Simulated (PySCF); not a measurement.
# Potential energy of PbO along the bond

Set-up: Pb def2-SVP with ECP60, O def2-SVP; scalar-relativistic core potentials (PySCF 2.14). Energies in eV from Pb + O in their ground configurations at the same level. State: ¹Σ⁺ (singlet), closed shell.

Curves on a restricted Hartree–Fock reference rise too fast on stretching and do not dissociate correctly.

```
R (Å)  RHF-MP2     M06
1.661   -2.601  -3.128
1.739   -3.727  -4.191
1.816   -4.390  -4.782
1.874   -4.667  -4.999
1.932   -4.803  -5.070
1.990   -4.828  -5.030
2.067   -4.730  -4.851
2.164   -4.425  -4.489
2.280   -3.707  -3.940
2.434   -1.735  -3.132
```

Problem. Put a parabola through the three lowest points of the M06 curve and estimate Re, k and ωe (reduced mass 14.85 u; 1 eV/Å² = 0.16022 mdyn/Å; ωe = 1302.8·√(k/μ) cm⁻¹).

Solution. Through R = 1.874, 1.932, 1.99 Å the second-order coefficient is 16.5 eV/Å², so Re ≈ 1.940 Å, k ≈ 5.29 mdyn/Å and ωe ≈ 777 cm⁻¹. A polynomial fit of higher order to the unrounded M06 energies gives Re = 1.938 Å, k = 5.12 mdyn/Å, ωe = 765 cm⁻¹; anharmonicity and rounding make the difference.

The higher-order fit for each curve: M06: Re = 1.938 Å, ωe = 765 cm⁻¹, De = 5.07 eV. RHF-MP2 gives no reliable minimum on this grid.

Correlated steps freeze 5 core orbitals. Correlated levels converge slowly with the basis: in double zeta they bind strong bonds too weakly, by up to about 1 eV, and carry superposition errors of some tenths. These are scalar-relativistic numbers at best; spin–orbit coupling would shift them, the dissociation energy most. Where the molecule has an RHF reference, its open-shell atoms are computed with UHF.
